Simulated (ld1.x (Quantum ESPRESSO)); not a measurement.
**An all-electron radial function and its pseudo partner (Ca)**

Columns: radius, all-electron u(r) and pseudo u(r) of the 3p shell (level -38.88 eV) of calcium in the configuration [Ne] 3s2 3p6 3d0 4s0.5 4p0; LDA (PZ), scalar-relativistic, TM scheme, ld1.x (Quantum ESPRESSO) 7.5.

| r (bohr) | all-electron | pseudo |
| --- | --- | --- |
| 0.095 | 0.3076 | -0.0210 |
| 0.190 | 0.4816 | -0.0822 |
| 0.285 | 0.3738 | -0.1777 |
| 0.380 | 0.1204 | -0.2986 |
| 0.475 | -0.1675 | -0.4336 |
| 0.570 | -0.4290 | -0.5703 |
| 0.665 | -0.6382 | -0.6967 |
| 0.760 | -0.7893 | -0.8024 |
| 0.855 | -0.8864 | -0.8807 |
| 0.950 | -0.9375 | -0.9281 |
| 1.045 | -0.9525 | -0.9456 |
| 1.140 | -0.9402 | -0.9368 |
| 1.235 | -0.9084 | -0.9073 |
| 1.330 | -0.8635 | -0.8633 |
| 1.425 | -0.8103 | -0.8103 |
| 1.520 | -0.7526 | -0.7526 |
| 1.615 | -0.6933 | -0.6933 |
| 1.710 | -0.6341 | -0.6341 |
| 1.805 | -0.5767 | -0.5767 |
| 1.900 | -0.5219 | -0.5219 |
| 1.995 | -0.4703 | -0.4703 |
| 2.090 | -0.4222 | -0.4222 |
| 2.185 | -0.3779 | -0.3779 |
| 2.280 | -0.3372 | -0.3372 |
| 2.375 | -0.3002 | -0.3002 |
| 2.470 | -0.2667 | -0.2667 |

(1) How many radial nodes do the two functions have?

(2) At about which radius was the pseudo-wave matched?

(3) Where does each function peak?

(4) Is the pseudo-wave norm-conserving?

## Answers

(1) The all-electron 3p function has n − l − 1 = 1; the pseudo-wave has 0, since the states of the same l below it are removed with the core.

(2) 1.55 bohr. The columns agree to 0.0005 from 1.33 bohr on; several derivatives are matched, so the curves merge somewhat inside the radius.

(3) Outermost all-electron maximum near 1.04 bohr, pseudo maximum near 1.04 bohr (to the table’s step).

(4) Yes: the TM scheme keeps the norm inside the radius equal to the all-electron one, which fixes the energy derivative of the logarithmic derivative at the level.
